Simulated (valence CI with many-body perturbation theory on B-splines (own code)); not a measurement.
Cs14+: E2, M1 decay

Level of theory: valence CI with perturbative core correlation (CI+MBPT): five valence electrons over a frozen Dirac-Fock core [Kr], radial functions for each j: 7 s, 7 p, 8 d, 6 f, 4 g, 1 h, with the one-electron correlation potential Σ1, the two-electron term Σ2, the three-electron term Σ3, Breit, model QED; selected CI, second order for the rest, scaled by the run's own slope (own B-spline code, finite nucleus).

No measured spectrum was set against this ion. As an estimate, terms of the open shell hold to 2 to 4 % of their energy, and close levels can change places. Among the levels kept, up to 1200 cm⁻¹ of a level comes from second order outside the variational space, and about a tenth of that is noise between levels of different J, which matters for small intervals. Excitations out of the core, of the other parity, are not computed and may begin above about 65.6 eV (a cautious bound); beyond it only levels of the ground parity were kept, without lifetimes.

Lines 1 to 50 of 120 in falling wavelength, among levels below 529130 cm⁻¹, chosen from the decays that carry over 1 % of a level's rate. Wavelengths and rates use the calculated energies, so an error of 2000 cm⁻¹ moves a line at 1539 nm by 31 % and its rate by three times that or more. Electric multipoles are in the length gauge, E1 and E2 with the static RPA response of the core. S is in atomic units (e²a₀⁴ for E2 and M2, e²a₀⁶ for E3), for M1 in squared Bohr magnetons. Weak lines are less certain than strong ones. Lines between different terms over intervals too small for the method are left out, as are lines whose strength nearly cancels. Where a level lies close to another of its J and parity, the split of strength between their lines is uncertain. Intervals below about 2000 cm⁻¹, as at the head of this list, are uncertain by tens of per cent.

Names give the largest LS component (configuration and term), which can be under half, so a name can repeat, a term be missing and a line seem to break the LS rules; names also repeat where a configuration has a term twice. Letters in brackets count levels of one name in rising energy.

```tsv
λ vac (nm)	Upper	Lower	Type	A (s⁻¹)	S (a.u.)
4884	4d⁵ ⁴G_9/2	4d⁵ ⁴G_11/2	M1	2.32e-01	1.00e+01
4810	4d⁵ ⁴G_11/2	4d⁵ ⁴G_7/2	E2	3.59e-09	9.90e-03
2423	4d⁵ ⁴G_9/2	4d⁵ ⁴G_7/2	M1	2.14e+00	1.13e+01
1551	4d⁵ ²I_13/2	4d⁵ ²I_11/2	M1	2.47e+00	4.78e+00
1539	4d⁵ ⁴P_1/2	4d⁵ ⁴D_3/2	M1	1.36e+01	3.66e+00
1444	4d⁵ ⁴P_3/2	4d⁵ ⁴D_5/2	M1	8.84e+00	3.94e+00
1358	4d⁵ ⁴F_7/2	4d⁵ ²F_5/2 [b]	M1	4.90e+00	3.64e+00
1309	4d⁵ ²D_3/2 [a]	4d⁵ ⁴F_5/2	M1	7.52e+00	2.50e+00
1028	4d⁵ ⁴G_7/2	4d⁵ ⁴G_5/2 [a]	M1	2.00e+01	6.44e+00
982.0	4d⁵ ⁴D_7/2	4d⁵ ⁴G_9/2	M1	8.11e+00	2.28e+00
923.0	4d⁵ ⁴D_7/2	4d⁵ ⁴G_5/2 [b]	M1	2.31e+01	5.39e+00
870.5	4d⁵ ²G_7/2 [a]	4d⁵ ²F_5/2 [a]	M1	9.13e+00	1.79e+00
862.4	4d⁵ ⁴F_5/2	4d⁵ ⁴F_3/2	M1	6.36e+00	9.07e-01
826.7	4d⁵ ⁴D_3/2	4d⁵ ⁴G_5/2 [a]	M1	2.40e+01	2.01e+00
794.1	4d⁵ ²F_7/2 [a]	4d⁵ ⁴D_7/2	M1	1.56e+00	2.32e-01
757.6	4d⁵ ⁴G_5/2 [b]	4d⁵ ⁴G_5/2 [a]	M1	7.72e+01	7.47e+00
742.7	4d⁵ ²H_9/2	4d⁵ ²G_9/2 [a]	M1	2.52e+01	3.83e+00
699.5	4d⁵ ⁴F_7/2	4d⁵ ²H_9/2	M1	1.93e+01	1.96e+00
698.8	4d⁵ ⁴D_7/2	4d⁵ ⁴G_7/2	M1	2.96e+01	3.00e+00
697.5	4d⁵ ⁴D_1/2	4d⁵ ⁴P_1/2	M1	9.22e+01	2.32e+00
669.1	4d⁵ ⁴F_7/2	4d⁵ ⁴F_5/2	M1	1.63e+01	1.45e+00
664.4	4d⁵ ²G_9/2 [b]	4d⁵ ²G_7/2 [a]	M1	1.99e+01	2.17e+00
644.8	4d⁵ ²G_9/2 [a]	4d⁵ ⁴D_7/2	M1	1.69e+01	1.68e+00
639.7	4d⁵ ²G_7/2 [a]	4d⁵ ²G_9/2 [a]	M1	2.45e+00	1.90e-01
635.8	4d⁵ ⁴F_5/2	4d⁵ ²F_7/2 [a]	M1	6.50e+01	3.72e+00
615.3	4d⁵ ²F_5/2 [b]	4d⁵ ²F_5/2 [a]	M1	1.16e+01	5.99e-01
613.2	4d⁵ ²D_3/2 [a]	4d⁵ ²F_5/2 [a]	M1	8.15e+00	2.79e-01
610.5	4d⁵ ²H_9/2	4d⁵ ²F_7/2 [a]	M1	1.06e+01	8.93e-01
605.5	4d⁵ ²H_11/2	4d⁵ ²H_9/2	M1	2.09e+01	2.06e+00
602.3	4d⁵ ⁴D_5/2	4d⁵ ⁴D_3/2	M1	9.88e+00	4.80e-01
597.7	4d⁵ ⁴F_5/2	4d⁵ ⁴P_3/2	M1	1.87e+01	8.88e-01
580.7	4d⁵ ²G_9/2 [b]	4d⁵ ²H_9/2	M1	7.40e+01	5.37e+00
539.1	4d⁵ ²G_7/2 [a]	4d⁵ ²F_7/2 [a]	M1	3.84e+01	1.79e+00
527.1	4d⁵ ⁴D_5/2	4d⁵ ⁴G_7/2	M1	5.01e+01	1.63e+00
522.7	4d⁵ ²I_11/2	4d⁵ ⁴G_9/2	M1	1.86e+01	1.18e+00
521.4	4d⁵ ²F_5/2 [b]	4d⁵ ⁴F_3/2	M1	6.45e+01	2.03e+00
519.9	4d⁵ ²D_3/2 [a]	4d⁵ ⁴F_3/2	M1	4.03e+01	8.39e-01
519.6	4d⁵ ²F_7/2 [b]	4d⁵ ²F_5/2 [a]	M1	3.50e+01	1.45e+00
508.8	4d⁵ ²F_5/2 [a]	4d⁵ ⁴D_7/2	M1	1.95e+01	5.71e-01
499.4	4d⁵ ²H_9/2	4d⁵ ²I_11/2	M1	7.59e+00	3.51e-01
479.9	4d⁵ ⁴D_1/2	4d⁵ ⁴D_3/2	M1	6.07e+01	4.97e-01
472.2	4d⁵ ²I_11/2	4d⁵ ⁴G_11/2	M1	8.23e+01	3.86e+00
451.1	4d⁵ ⁴F_3/2	4d⁵ ⁴P_1/2	M1	2.54e+01	3.46e-01
445.9	4d⁵ ⁴P_3/2	4d⁵ ⁴G_5/2 [b]	M1	1.67e+01	2.19e-01
439.1	4d⁵ ²F_7/2 [a]	4d⁵ ⁴G_9/2	M1	4.37e+01	1.10e+00
427.5	4d⁵ ²F_7/2 [b]	4d⁵ ²G_9/2 [a]	M1	5.38e+01	1.25e+00
426.9	4d⁵ ²F_7/2 [a]	4d⁵ ⁴G_5/2 [b]	M1	2.55e+00	5.88e-02
425.0	4d⁵ ⁴P_3/2	4d⁵ ⁴D_3/2	M1	6.40e+01	7.29e-01
423.5	4d⁵ ⁴F_7/2	4d⁵ ²F_5/2 [a]	M1	3.70e+01	8.34e-01
422.7	4d⁵ ⁴F_5/2	4d⁵ ⁴D_5/2	M1	1.36e+02	2.29e+00
```
